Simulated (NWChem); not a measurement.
**Basis-set convergence for H₂BCl**

```xyz
4

B      0.0000     0.0000     1.1839
H     -1.0601     0.0000     1.7525
H      1.0601     0.0000     1.7525
Cl     0.0000     0.0000    -0.5544
```
Charge 0, spin multiplicity 1.

The numbers come from NWChem runs, not from measurements. All single points use one geometry, from PBE0/def2-SVP, a minimum by its harmonic frequencies.

Quantity: vertical ionisation energy at the level ΔHF (Δ: difference of total energies, the cation a doublet at the parent's geometry with its hole in an orbital of symmetry b1 (C2v labels); it is the state that the SCF runs reached, from PBE0 orbitals for Hartree-Fock references, and need not be the lowest).

The Pople sets run with spherical d functions. The structure started from a generated list of species. The stability of the SCF solutions was not checked. Open-shell Hartree-Fock references start from PBE0 orbitals.

```csv
basis,functions,vertical ionisation energy (eV)
STO-3G,16,?
6-31G*,36,10.78
cc-pVDZ,42,10.75
pcseg-1,42,?
6-311++G**,66,10.76
aug-pcseg-1,68,10.76
cc-pVTZ,92,10.70
aug-cc-pVTZ,142,10.70
cc-pVQZ,174,10.69
def2-QZVP,187,10.69
```

Fill in the missing entries.


- STO-3G, vertical ionisation energy (eV): 10.03
- pcseg-1, vertical ionisation energy (eV): 10.81
